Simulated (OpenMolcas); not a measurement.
Re2+ among 4 point charges of -0.75 e arranged as a square (D4h), 2.06 Å from the ion.

| Property | Result |
| --- | --- |
| Program | OpenMolcas |
| Method | CASSCF |
| Basis | ANO-RCC-VTZP [8s7p5d3f2g1h] |
| Scalar Hamiltonian | DKH2, point nucleus |
| Active space | 5 electrons in 5 orbitals (5d) |
| State averaging | 2S+1 = 6 even, 1 root; 2S+1 = 4 even, 24 roots; 2S+1 = 2 even, 75 roots |
| Spin-orbit coupling | state interaction with AMFI integrals over the reference wave functions |

Question: What is the spin-free ground state (labels of D4, the rotations of D4h)?

Answer: 6A1, 1-fold in its orbital part, 100 % from free-ion S terms; it has the highest spin that d5 allows.

Question: What are the lowest two levels with spin-orbit coupling?

Answer: A 2-fold level E1/2 with g = 1.97, 5.88, 5.88, then a 2-fold level E3/2 171.6 cm-1 above it. Their leading multiplicities are 6 (91 %) and 6 (92 %).

Question: What is χT at 300 K, and how does it compare with the textbook value?

Answer: The lowest level has 2S+1 = 6, for which the spin-only value is χT = S(S+1) / 2 = 4.375 cm3 K/mol (g = 2). The computed 4.066 at 300 K differs by -0.309, through orbital momentum, spin-orbit coupling and any other state in reach.

Without dynamic correlation the repulsion within the d shell is too large (B by tens of per cent), so at a given field states of lower spin stand too high. Point charges give a weaker field than real ligands, and real ions of this kind are as a rule low spin; the high spin found here belongs to the model. Point charges carry no covalency, so the field is a model and not that of real ligands. No measured value stands beside these numbers.
